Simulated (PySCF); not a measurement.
A structure optimised at B3LYP-D3(BJ)/def2-SVP, used in a PySCF frequency run:

```
Si
N 1 1.7238
H 2 1.0159 1 119.98
H 2 1.0161 3 110.50 1 146.28
N 1 1.7465 2 113.70 3 71.70
C 5 1.1977 2 144.90 3 56.49
O 6 1.1748 2 155.05 3 55.06
H 1 1.4851 2 107.43 3 -45.14
C 1 1.8675 8 113.49 5 -116.81
H 9 1.1012 1 110.85 8 -59.71
H 9 1.1012 10 108.65 1 -121.94
H 9 1.1025 10 108.28 11 -116.59
```
Charge 0, spin multiplicity 1.

Write its SMILES and formula.

C[Si@@H](N)N=C=O, C₂H₆N₂OSi

What are its rotational constants (standard atomic weights)?

5.6173, 1.4704, 1.2555 GHz
